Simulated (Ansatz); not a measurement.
Species: CH4Si, charge 1, multiplicity 2. 
Coordinates optimised at B3LYP-D3(BJ)/def2-TZVP (Ansatz, a program for electronic structure):
```
Si
H 1 1.4654
H 1 1.4654 2 120.93
C 1 1.7952 2 119.53 3 -180.00
H 4 1.0858 1 121.96 2 180.00
H 4 1.0858 5 116.09 1 180.00
```
Charge +1, spin multiplicity 2.

Parts of the frozen-core correlation energy in def2-TZVPPD (Ansatz, hartree). Frozen orbitals: 6; correlated occupied orbitals by spin: 6 and 5; virtual: 141 and 142. UHF or UKS for open shells. No spin-orbit coupling. Non-relativistic.

```tsv
term	value
reference (HF)	-328.82401
MP2 opposite-spin	-0.19775
MP2 same-spin	…
CCSD correlation	…
(T)	…
T1 diagnostic	0.013
largest doubles amplitude	0.025
<S^2> of the reference	0.757
```

What belongs in the gaps?


- MP2 same-spin, value: -0.04096
- CCSD correlation, value: -0.27393
- (T), value: -0.00853
